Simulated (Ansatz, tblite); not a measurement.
Removing an electron: Si(vinyl)(NCO)3 (C5H3N3O3Si). Total charge 0; singlet. Geometry: PBE-D4/def2-SVP. Ansatz, gas phase; energy differences of separate SCF runs; the oxidised species was run as a doublet alone.

```xyz
15

Si    0.076   -0.207    0.191
C    -0.370    1.580    0.378
C    -0.692    2.373   -0.663
H    -0.371    2.005    1.399
H    -0.703    1.991   -1.698
H    -0.957    3.435   -0.528
N    -1.021   -1.214    1.051
C    -1.861   -1.848    1.649
O    -2.673   -2.472    2.235
N     1.645   -0.525    0.816
C     2.767   -0.729    1.221
O     3.860   -0.926    1.620
N     0.040   -0.644   -1.472
C     0.104   -1.168   -2.562
O     0.156   -1.651   -3.637
```

The xTB rows come from tblite. HOMO above LUMO, or a gap near zero within one spin, warns that the state may not be the lowest or that an electron is smeared out.

```
              level  −HOMO (eV)  vertical IE (eV)  −LUMO (eV)  HOMO–LUMO gap (eV)                                     remarks
   PBE-D4/def2-TZVP        7.37              9.66        2.39                4.98  gap within one spin near zero (+1 doublet)
revPBE-D4/def2-TZVP        7.29              9.63        2.28                5.00  gap within one spin near zero (+1 doublet)
  PBE0-D4/def2-TZVP        8.59             10.25        1.42                7.17                                           –
```

**Question.** Estimate the rows for GFN1-xTB, GFN2-xTB.

**Answer.** 
```tsv
level	−HOMO (eV)	vertical IE (eV)	−LUMO (eV)	HOMO–LUMO gap (eV)
GFN1-xTB	12.80	15.27	8.18	4.63
GFN2-xTB	11.83	14.32	7.41	4.43
```

Relaxing the oxidised species (PBE-D4/def2-SVP) changes its energy by -0.04 eV at PBE-D4/def2-TZVP, so the adiabatic ionisation energy to this nearest minimum is 9.62 eV. At PBE0-D4/def2-TZVP it is 10.16 eV. The gap within one spin of the relaxed charge 1 doublet nearly closes, so an electron or hole may be smeared out by delocalisation error.    Raw xTB energy differences between charge states are shifted by several eV; the methods need an empirical correction for them.
